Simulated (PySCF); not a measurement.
## C₆ coefficients of unlike pairs at wB97M-V

Calculated with PySCF 2.14 from the dipole response of each species, C₆(A,B) = (3/π) ∫ α_A(iu) α_B(iu) du, in atomic units, from isotropic polarisabilities. For ions this is the dispersion term alone; charge-induced terms of lower order in 1/R come first.

| species | configuration | basis | relativity | α (bohr³) | C₆ (like pair) |
| --- | --- | --- | --- | --- | --- |
| Rh(2+) | [Kr] 4d7 (4F) | aug-cc-pVTZ-PP with ECP28MDF (6s6p5d3f2g) | core potential | 7.468 | 39.61 |
| Sn(2+) | [Kr] 4d10 5s2 (1S) | def2-TZVPPD with the def2 core potential (28 electrons) (7s5p4d2f) | core potential | 15.96 | 88.88 |
| O+ | [He] 2s2 2p3 (4S) | aug-cc-pVDZ (4s3p2d) | none | 2.571 | 5.137 |
| Sn(3+) | [Kr] 4d10 5s1 (2S) | aug-cc-pVQZ-PP with ECP28MDF (7s7p5d3f2g) | core potential | 9.990 | 36.67 |

(1) Estimate C₆ for Sn(3+) with Sn(2+).

No spin-orbit coupling is included.

The other pairs:

```
          pair     C₆
Sn(3+), Rh(2+)  37.01
    Sn(3+), O+  13.24
    O+, Sn(2+)  20.36
    O+, Rh(2+)  14.26
Sn(2+), Rh(2+)  56.94
```

Results:

(1) The integral gives 57.02. The combination rule 2 C_A C_B / (C_A α_B/α_A + C_B α_A/α_B) gives 57.07 and the geometric mean 57.09.
